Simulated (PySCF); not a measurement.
Sn(iPr)(OH)3, SMILES C[CH](C)[Sn]([OH])([OH])[OH], GFN2-xTB optimised geometry.

```
17

C     -1.41     0.02     2.97
C     -1.57    -0.74     1.68
C     -0.94    -2.11     1.71
Sn    -0.68     0.45     0.00
O      1.31     0.45     0.00
O     -1.15     2.38     0.00
O     -1.15    -0.15    -1.84
H     -0.36     0.10     3.24
H     -1.82     1.03     2.89
H     -1.94    -0.50     3.76
H     -2.63    -0.80     1.40
H     -1.40    -2.69     2.50
H      0.13    -2.04     1.91
H     -1.09    -2.64     0.77
H      1.68     1.32     0.15
H     -1.68     2.64    -0.76
H     -0.42    -0.54    -2.31
```

Density from CAM-B3LYP/def2-SVP, def2 effective core potentials past Kr in PySCF at that geometry. The core electrons that the potentials of Sn replace are not part of the density.

Minimum of the electron density along straight lines between bonded atoms, close to the bond critical point (lines longer than 1.1 times the sum of covalent radii, or with two minima, are not listed):

```tsv
bond	length / Å	ρ at the minimum / e bohr⁻³	∇²ρ there / e bohr⁻⁵	position (fraction from the first atom)
C1–C2	1.509	0.252	-0.59	0.49
C2–C3	1.509	0.252	-0.59	0.51
C2–Sn4	2.238	…	…	0.50
Sn4–O5	1.990	0.105	0.56	0.51
Sn4–O6	1.990	0.105	0.56	0.51
Sn4–O7	1.990	0.105	0.56	0.51
C1–H8	1.088	0.278	-1.03	0.63
C1–H9	1.088	0.278	-1.04	0.63
C1–H10	1.091	0.275	-1.01	0.63
C2–H11	1.091	0.278	-1.03	0.63
C3–H12	1.091	0.275	-1.01	0.63
C3–H13	1.088	0.278	-1.04	0.63
C3–H14	1.088	0.277	-1.03	0.63
O5–H15	0.957	0.352	-2.37	0.82
O6–H16	0.956	0.353	-2.37	0.82
O7–H17	0.957	0.352	-2.37	0.82
```

What belongs in the gaps?


- C2–Sn4, ρ at the minimum / e bohr⁻³: 0.092
- C2–Sn4, ∇²ρ there / e bohr⁻⁵: 0.07
